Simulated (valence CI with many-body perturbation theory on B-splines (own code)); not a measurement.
Lu39+: one-electron terms

Method: valence CI with perturbative core correlation (CI+MBPT): four valence electrons over a frozen Dirac-Fock core [Ar] 3d10, a basis of 11 s, 11 p, 9 d, 7 f, 5 g, 2 h, 1 i functions for each j, with the one-electron correlation potential Σ1 (screened to all orders), the two-electron term Σ2, the three-electron term Σ3, Breit, model QED; selected single and double excitations, second order for the rest (own B-spline code, finite nucleus).

The last digits are not significant, and no measured levels were compared; by estimate large intervals hold to a few tenths of a per cent, small ones and those within an open d or f shell to about a per cent.

These are the spectroscopic orbitals of the CI (the correlating ones are not listed), shaped by the core and the other valence electrons. h is the expectation value of the core's Dirac-Fock operator, without the valence repulsion; Σ1 is computed up to l = 3 at one energy for each symmetry, that of its lowest orbital but kept below the first core excitation, so for empty shells it is not the orbital's own correlation shift; Breit and QED include the response of the core.

```
Orbital  h (hartree)  Σ1 (cm⁻¹)  Breit (cm⁻¹)  QED (cm⁻¹)  ⟨r⟩ (bohr)
  4s1/2      -78.177     -14199         11758        8880      0.4232
  5s1/2      -46.713      -5145          5236        4037      0.7118
  6s1/2      -31.078      -2493          2725        2142       1.078
  7s1/2      -22.169      -1420          1618        1278       1.517
  4p1/2      -74.842     -15018         18394         248      0.4206
  5p1/2       -45.09      -5496          8265         120      0.7176
  6p1/2      -30.178      -2714          4399        66.1       1.090
  7p1/2       -21.62      -1561          2638        40.4       1.536
  4p3/2      -71.827     -13095         10950        1048      0.4397
  5p3/2      -43.679      -5016          4965         485      0.7420
  6p3/2      -29.404      -2526          2882         265       1.119
  7p3/2      -21.149      -1469          1737         160       1.571
  4d3/2      -66.619     -14830          8165        -443      0.4280
  5d3/2      -41.197      -5599          3780        -195      0.7431
  6d3/2      -28.033      -2837          2071        -104       1.131
  4d5/2      -65.971     -14091          5091       -89.4      0.4333
  5d5/2      -40.884      -5330          2271       -30.5      0.7495
  6d5/2      -27.857      -2702          1245       -13.9       1.139
  4f5/2      -60.419     -14220          3124        -267      0.3976
  5f5/2      -38.417      -4615          1364        -128      0.7282
  4f7/2      -60.258     -13682          1208        -143      0.3997
  5f7/2      -38.324      -4444           541       -64.5      0.7306
  5g7/2      -37.082                      119       -27.1      0.6684
  5g9/2      -37.045                    -16.2         0.0      0.6694
```

Among the shells of the start configuration 4s2 4p2, Σ1 is largest in size for 4p1/2, where it is 0.091 % of h.

Lowest root of each symmetry, sizes in configuration state functions:

```
J  Parity  Roots  Reference  Variational  Second order  Change by selected CI (cm⁻¹)  Change by second order (cm⁻¹)
0    even      7         34        16225         60171                         -5949                             -1
1    even     11         70        37611        152989                         -4761                             -4
2    even     16        106        39998        265206                         -5494                            -15
3    even     11         96        40000        339017                         -9660                            -35
4    even      6         82        39994        334703                         -6513                            -39
5    even      2         47        23192        218342                         -7142                            -23
0     odd      3         16        10580         52828                         -7799                             -4
1     odd      8         44        30201        148318                         -8354                             -6
2     odd      9         57        39052        222328                         -6171                             -6
3     odd      5         53        39665        283841                         -6379                            -13
4     odd      2         37        27132        320700                         -7958                            -18
```
